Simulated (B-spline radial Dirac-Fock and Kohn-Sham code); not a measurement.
How the binding energies of Cd⁺ add up

System: cadmium as Cd⁺, configuration [Kr] 4d10 5s1, inside a Watson sphere of charge -1 and radius 2.7 Å (a model of the Madelung potential; inside it an electron's potential energy is raised by 5.3 eV); nuclear rms radius 4.6087 fm (A = 114).

The computed values come from an atomic code on a B-spline grid: ΔSCF Dirac-Fock with Breit, self-energy and vacuum polarisation, finite nucleus, configuration average. Correlation and solid-state effects are left out. Energies are counted from the vacuum level. Subshells whose hole state is unreliable or did not converge are left out.

All terms are in eV, carry their sign (relaxation lowers the binding energy) and add up to the binding energy; ⟨r⟩ is the mean radius of the orbital in the initial state.

| subshell | −ε (Koopmans) | relaxation | Gaunt | retardation | self-energy | vacuum polarisation | binding energy | ⟨r⟩ (bohr) |
| --- | --- | --- | --- | --- | --- | --- | --- | --- |
| K | 26870.6 | -64.51 | -60.51 | 4.73 | -32.34 | 4.14 | 26722.1 | 0.030 |
| L1 | 4079.5 | -34.72 | -5.32 | 0.29 | -3.90 | 0.46 | 4036.3 | 0.131 |
| L2 | 3786.2 | -37.99 | -9.63 | 1.07 | 0.30 | -0.02 | 3739.9 | 0.111 |
| L3 | 3592.8 | -36.94 | -6.90 | 1.25 | -0.07 | -0.03 | 3550.1 | 0.116 |
| M1 | 801.0 | -14.83 | -0.70 | 0.02 | -0.77 | 0.09 | 784.9 | 0.356 |
| M2 | 682.2 | -15.20 | -1.39 | 0.15 | 0.06 | 0.00 | 665.8 | 0.348 |
| M3 | 646.6 | -14.77 | -0.90 | 0.18 | -0.01 | -0.01 | 631.1 | 0.359 |
| M4 | 438.6 | -16.07 | -0.35 | 0.01 | 0.07 | -0.01 | 422.2 | 0.332 |
| M5 | 431.4 | -15.89 | -0.13 | 0.01 | 0.05 | -0.01 | 415.5 | 0.335 |
| N2 | 92.26 | -3.96 | -0.19 | 0.02 | 0.01 | 0.00 | 88.14 | 0.948 |
| N3 | 86.15 | -3.72 | -0.11 | 0.03 | 0.00 | 0.00 | 82.36 | 0.976 |
| N4 | 23.32 | -2.55 | 0.00 | 0.00 | 0.01 | 0.00 | 20.78 | 1.244 |
| N5 | 22.52 | -2.46 | 0.02 | 0.00 | 0.01 | 0.00 | 20.09 | 1.262 |
| O1 | 10.37 | -0.13 | -0.01 | 0.00 | -0.01 | 0.00 | 10.23 | 2.793 |

For the deepest level, K (1s), the Breit terms make up -0.209 % of the binding energy, QED -0.106 % and orbital relaxation -0.241 %.

Spin-orbit splittings: 2p 189.8 eV, 3p 34.72 eV, 3d 6.77 eV, 4p 5.78 eV, 4d 0.69 eV.
